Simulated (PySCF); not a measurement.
# What a mistake does to a calculation on FH5NSi2

All numbers below are calculated, not measured. They come from PySCF 2.14.0, an open-source quantum chemistry program, on an isolated molecule that a program drew, which may never have been made. The molecule is FH5NSi2 (charge 0, doublet), drawn as the SMILES string `N[SiH2][SiH]F`.

Each row is a Hartree-Fock (HF) and frozen-core CCSD(T) single point in the cc-pV(D+d)Z basis, meant for a local HF minimum. Run 1 is clean. Each other run has one planted mistake out of seven kinds, and not every kind appears here: one electron removed, one electron added, multiplicity raised by two, geometry at a saddle point, minimal basis STO-3G, one bond length entered in bohr, all coordinates scaled. The reference is restricted for singlets and unrestricted otherwise, and also for a bond in bohr. Adding or removing an electron swaps singlet and doublet. Electrons count all cores. HOMO and LUMO are orbital energies over both spins, the gradient is its largest component, and the lowest frequency (negative if imaginary) is given only where the gradient is small. Bond lengths are over the 8 bonds as drawn. T1 is the CCSD diagnostic: over 0.02 (restricted) or 0.045 (unrestricted) a single reference is doubtful.

Geometry of the clean run:
```xyz
9
FH5NSi2, angstrom
N    -0.3280    0.6027    0.2036
Si   -0.0051   -0.7203   -0.8602
Si    1.1798   -2.3190    0.4130
F     1.8083   -3.4686   -0.5570
H    -1.0270    1.2708   -0.0669
H     0.4407    1.0782    0.6397
H    -1.3135   -1.2321   -1.3296
H     0.8122   -0.4044   -2.0602
H     0.3633   -3.0243    1.4297
```

| run | electrons | basis functions | <S^2> | HOMO (eV) | LUMO (eV) | gradient (hartree/bohr) | lowest frequency (cm^-1) | mean bond (Å) | longest bond (Å) | T1 | HF (hartree) | CCSD(T) (hartree) | mistake |
|---|---|---|---|---|---|---|---|---|---|---|---|---|---|
| 1 | 49 | 99 | 0.758 | -8.79 | 1.25 | 2.7e-05 | 58 | 1.5222 | 2.362 | 0.0143 | -734.71640 | -735.31087 | no fault |
| 2 | 49 | 99 | 1.750 | -8.64 | 1.25 | 2.6e-02 | - | 1.7144 | 3.265 | 0.0164 | -734.60183 | -735.16344 | one bond length entered in bohr |
| 3 | 48 | 99 | 0.000 | -15.70 | -6.93 | 6.4e-02 | - | 1.5222 | 2.362 | 0.0194 | -734.42655 | -735.02326 | one electron removed |
| 4 | 49 | 33 | 0.752 | -5.62 | 6.08 | 4.1e-02 | - | 1.5222 | 2.362 | 0.0127 | -725.87282 | -726.04248 | minimal basis STO-3G |
| 5 | 49 | 99 | 0.759 | -8.47 | 1.62 | 6.9e-02 | - | 1.4157 | 2.197 | 0.0131 | -734.66530 | -735.25113 | ? |
| 6 | 50 | 99 | 0.000 | -0.55 | 8.00 | 5.4e-02 | - | 1.5222 | 2.362 | 0.0133 | -734.70038 | -735.32350 | ? |

**Which mistake was planted in run 5, and what did it cost?**

The mean and the longest bond both change by the same factor, 0.930, and the gradient is no longer small. So the mistake is: all coordinates scaled. Subtracting run 1 and multiplying by 627.51 kcal/mol a hartree, the energy moved by 32.1 kcal/mol in HF and 37.5 kcal/mol in CCSD(T).

**Which mistake was planted in run 6, and what did it cost?**

It counts 50 electrons, one more than the clean run, at the same geometry and basis. So the mistake is: one electron added. Subtracting run 1 and multiplying by 627.51 kcal/mol a hartree, the energy moved by 10.1 kcal/mol in HF and -7.9 kcal/mol in CCSD(T).

